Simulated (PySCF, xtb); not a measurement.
(E)-1,2-dichloro-1,2-difluoroethene (C₂Cl₂F₂), SMILES F/C(Cl)=C(/F)Cl.

Harmonic wavenumbers (cm⁻¹) from GFN2-xTB (xtb) at its own minimum, in rising order: 125, 137, 250, 358, 374, 387, 412, 604, 793, 1062, 1145, 1681.

Question: What does PBE-D3(BJ)/def2-SVP run with PySCF give at its own minimum? (Estimate from the structure and the level; the computed values follow.)

Answer: 129, 170, 284, 351, 414, 418, 508, 630, 863, 1183, 1231, 1722. Paired by order, the mean absolute difference is 49 cm⁻¹ and the zero-point energies are 10.5 and 11.3 kcal/mol.
